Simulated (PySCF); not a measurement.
Compound: C7H6O2S.
Atom-mapped SMILES: `[O:1]=[C:2]1[CH2:3][C@@H:4]([c:5]2[cH:6][cH:7][cH:8][s:9]2)[O:10]1`

Cartesian coordinates in Å at the GFN2-xTB level; atoms count from 1:
```xyz
16
C7H6O2S angstrom
O     -3.343    1.379    0.790
C     -2.466    0.589    0.663
C     -2.021   -0.392   -0.404
C     -0.904   -0.708    0.615
C      0.484   -0.381    0.206
C      0.990    0.837   -0.136
C      2.355    0.779   -0.492
C      2.859   -0.478   -0.424
S      1.685   -1.622    0.090
O     -1.470    0.271    1.524
H     -1.691    0.066   -1.333
H     -2.722   -1.196   -0.612
H     -0.959   -1.707    1.057
H      0.412    1.743   -0.120
H      2.930    1.638   -0.788
H      3.853   -0.811   -0.645
```

Definitions: NICS(0) = −σiso at the ring centroid; NICS(1) = −σiso and NICS(1)zz = −σzz at ±1 Å along the ring normal z. Level: GIAO PBE0/pcSseg-1 (PySCF, non-relativistic, gas phase) on the GFN2-xTB geometry, one conformer.

Rings: 1. C2–C3–C4–O10; 2. C5–C6–C7–C8–S9.

| set | NICS(0) | NICS(1), two faces | NICS(1)zz, two faces |
| --- | --- | --- | --- |
| P | -2.0 | -1.7 / -0.8 | -2.0 / -1.2 |
| Q | -12.5 | -11.3 / -11.2 | -26.2 / -26.9 |

**Question.** Which set (ppm) belongs to which ring?

**Answer.** P = 1, Q = 2.
- 1 (4-membered ring with O; formal bonds all single): mean NICS(1)zz -1.6 ppm, near zero. C3, C4 have four or more neighbours; no verdict on aromaticity is drawn.
- 2 (5-membered ring with S; formal bonds all aromatic): mean NICS(1)zz -26.5 ppm, shielded, aromatic by this magnetic criterion (flat ring, no four-coordinate atom).

**Question.** How do the rings differ in shape?

**Answer.** 
| ring | bond lengths (Å) | rms pucker (Å) | HOMA | nearest outside atom to a NICS(1) probe (Å) |
| --- | --- | --- | --- | --- |
| 1 | 1.517, 1.545, 1.451, 1.355 | 0.00 | – | hydrogen 1.63 |
| 2 | 1.363, 1.411, 1.357, 1.718, 1.731 | 0.00 | 0.80 | hydrogen 2.50 |

HOMA = 1 − mean of α(R − Ropt)² over the ring bonds, with Krygowski's 1993 parameters (CC: Ropt 1.388 Å, α 257.7 Å⁻²; CS: Ropt 1.677 Å, α 94.09 Å⁻²). A dash marks a ring with a four-coordinate atom, a triple bond, no multiple bond or a kind of bond without parameters.
